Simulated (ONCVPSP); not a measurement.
arsenic: one change to an ONCV potential, before and after

As, optimised norm-conserving Vanderbilt (ONCV), made with ONCVPSP 4.0.1 (BLYP, scalar-relativistic). Core [Ar] 3d10, reference 4s2 4p3. Waves: 4s: rc 1.30 bohr, ncon 4, nbas 9, qcut 5 1/bohr, 2 projectors, debl 1 Ha; 4p: rc 2.05 bohr, ncon 3, nbas 6, qcut 3.4 1/bohr, 1 projector; d scattering state at 0.06 Ha: rc 1.80 bohr, ncon 3, nbas 7, qcut 4.8 1/bohr, 3 projectors, debl 3.1 Ha. Local part: polynomial inside 1.15 bohr (lpopt 5, dvloc0 -1 Ha). Core correction: Teter function, fcfact 2, rcfact 1.8.

Change: s: qcut 3.5; p: qcut 2.4; d: qcut 3.3.

Cutoffs: the cutoffs (Ha) at which the residual kinetic energy of the hardest occupied pseudo-wave falls to 1 and 0.1 mHa per electron; they do not see the model core or the augmentation charge, which bear on the density cutoff. Errors are all-electron minus pseudo energies relative to the spin-unpolarised reference configuration.

Q: Predict the effect on cutoff, ghosts and configuration errors.

A: The potential gets softer (30 Ha and 135 Ha → 21 Ha and 86 Ha); the bound ghost in s disappears; the errors of the 4 common tests hardly move; the range in which the s phases agree narrows (upper end 4.1 → 1.2).

| quantity | base | changed |
| --- | --- | --- |
| cutoff, loose | 30 Ha | 21 Ha |
| cutoff, tight | 135 Ha | 86 Ha |
| loose cutoff by channel | s 30 Ha, p 3.7 Ha | s 21 Ha, p 3.8 Ha |
| bound ghosts | s | none |
| GHOST(+) flags under 300 eV | d at 41.5 eV, s at 132.4 eV | s at 33.3 eV, d at 39.3 eV |
| error for 4s2 4p2, meV [ΔE 9.03 eV] | -18 | -18 |
| error for 4s2 4p1, meV [ΔE 26.89 eV] | -115 | -113 |
| error for 4s2 4p0, meV [ΔE 54.64 eV] | -392 | -381 |
| error for 4s2 4p2.5, meV [ΔE 3.49 eV] | -3.5 | -3.6 |
| s: phases at 1.32 bohr within 0.05 rad from the reference energy up to (Ha; the scan ends near 5) | 4.1 | 1.2 |
| p: phases at 2.09 bohr within 0.05 rad from the reference energy up to (Ha; the scan ends near 5) | 1.0 | 1.0 |
| d: phases at 1.83 bohr within 0.05 rad from the reference energy up to (Ha; the scan ends near 5) | 0.6 | 0.5 |
| rms error of d²Exc/dni dnj with the model core, mHa | 0.96 | 0.92 |

Base: The cutoffs count occupied waves only; projector 3 of the d channel, the hardest unoccupied one, needs 168 Ha at the loose tolerance. Changed file: The cutoffs count occupied waves only; projector 3 of the d channel, the hardest unoccupied one, needs 157 Ha at the loose tolerance. A true bound ghost makes a file unfit for plane-wave use even where its test errors are small: the radial tests pick states by their node count and pass the ghost by.
